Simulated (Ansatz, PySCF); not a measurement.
The pair A = CH2O (SMILES C=O) (first 4 atoms), B = H4OSi (SMILES O[SiH3]); geometry from B3LYP-D3(BJ)/def2-TZVP.
(charge 0, multiplicity 1):
```xyz
10

C      0.2694    -0.4880     0.0356
O     -0.7562    -0.4380     0.6653
H      0.2810    -0.8315    -1.0129
H      1.2353    -0.1931     0.4797
O      0.2680     0.5349     3.0829
Si     0.0618    -0.0999     4.5854
H     -0.2951     0.2201     2.3563
H     -1.2928     0.1737     5.1287
H      1.0752     0.5370     5.4530
H      0.2639    -1.5723     4.5977
```

Frozen-core correlation. CBS(a, b) extrapolates the correlation energy as X⁻³ and adds the Hartree–Fock energy of set b. MP2 and its Hartree–Fock in aug-cc-pV(T+d)Z are density fitted.

The values were computed with Ansatz (Gaussian orbitals); PySCF for the dispersion terms. Each number belongs to the level named beside it.

The monomers are drawn apart, rigid, along the line of their centres of mass. Counterpoise-corrected interaction energies (kcal/mol):

| level | R = 4.528 Å | R = 5.277 Å |
|---|---|---|
| PBE/def2-TZVPPD | -3.2966 | -1.5301 |
| PBE-D3(BJ)/def2-TZVPPD | -3.7897 | -1.7572 |
| wB97M-V/def2-TZVPPD | -3.6331 | -1.7153 |
| MP2/CBS(aug-cc-pV(D+d)Z, aug-cc-pV(T+d)Z) + ΔCCSD(T)/aug-cc-pV(D+d)Z | -3.6308 | -1.6978 |

### Question
R is the distance of the centres of mass. Find the local exponent m of E ∝ R⁻ᵐ between the two points.

### Answer

m = ln(E₁/E₂)/ln(R₂/R₁): PBE/def2-TZVPPD 5.0; PBE-D3(BJ)/def2-TZVPPD 5.0; wB97M-V/def2-TZVPPD 4.9; MP2/CBS(aug-cc-pV(D+d)Z, aug-cc-pV(T+d)Z) + ΔCCSD(T)/aug-cc-pV(D+d)Z 5.0. For scale, two fixed dipoles give m = 3, dipole and quadrupole 4, quadrupoles 5, and dispersion or dipole-induced dipole 6 at long range; at these distances several terms mix, and what is left of overlap and damping shifts m, so it need not match one of them.

Ansatz is an electronic-structure program.
